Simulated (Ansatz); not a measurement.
Job for Ansatz (a program for electronic structure): R-CCSD(T)/aug-cc-pVDZ on HF (SMILES F) with ghost functions.

Ansatz 0.2 input:
```yaml
crystal:
  periodic: [false, false, false]
  atoms:
    - {symbol: F, position_ang: [0.01747999, -0.03773085, 3.21823258]}
    - {symbol: H, position_ang: [-0.26744645, -0.36675365, 2.34658365]}
basis:
  gaussian:
    orbitals: aug-cc-pVDZ
    ghost_atoms:
      - {symbol: C, position_ang: [1.24879992, 0.49067687, 0.01617415]}
      - {symbol: C, position_ang: [-0.25806237, 0.31018133, -0.05882393]}
      - {symbol: N, position_ang: [-0.69058415, -0.77892282, 0.83865741]}
      - {symbol: H, position_ang: [1.56612525, 1.31842611, -0.61915998]}
      - {symbol: H, position_ang: [1.55863554, 0.69694748, 1.04084890]}
      - {symbol: H, position_ang: [1.76829753, -0.40864242, -0.32500417]}
      - {symbol: H, position_ang: [-0.56765775, 0.12930557, -1.09428549]}
      - {symbol: H, position_ang: [-0.75852119, 1.22005284, 0.27710873]}
      - {symbol: H, position_ang: [-1.69413102, -0.91648854, 0.78882472]}
      - {symbol: H, position_ang: [-0.25400431, -1.65553009, 0.57155435]}
magnetization: {spin_polarized: false}
correlation: {method: ccsd_t, electrons: outside_noble_gas}
scf: {lower_state_search: off}
```

The head of its log:

```
WARN ansatz: RAYON_NUM_THREADS=1 ignored (pool sized by the plan → 1); use --threads N
Functional definition: HF
these checks for a lower state are left out or cut short: stability, starts, cluster_reference, orbital_swaps, neighbouring_geometries, increment
integrals: 0.46 GiB planned
1256 factors; integrals over basis functions are off by at most 1.3e-3 eV
mean field: 0.32 GiB planned
mean field evaluation 1: about -2720.8826 eV, gradient 2.4e1 eV
mean field evaluation 2: about -2720.8827 eV, gradient 2.4e1 eV
mean field evaluation 4: about -2721.9045 eV, gradient 1.2e0 eV
mean field evaluation 8: about -2721.9107 eV, gradient 7.1e-5 eV
mean field -2721.91072990 eV, -100.0283743466 hartree, gradient 1.9e-6 eV, S^2 0.000000; 0 other end points of the search recorded, 0 dependent functions left out
1 core orbitals not correlated
reference -2721.91072990 eV, -100.0283743466 hartree; 4, 4 occupied and 159, 159 virtual orbitals, 1256 factors
```

Question: Predict the final total energy.

Answer: -100.2628 hartree (reference determinant -100.0284, T1 diagnostic 0.013).
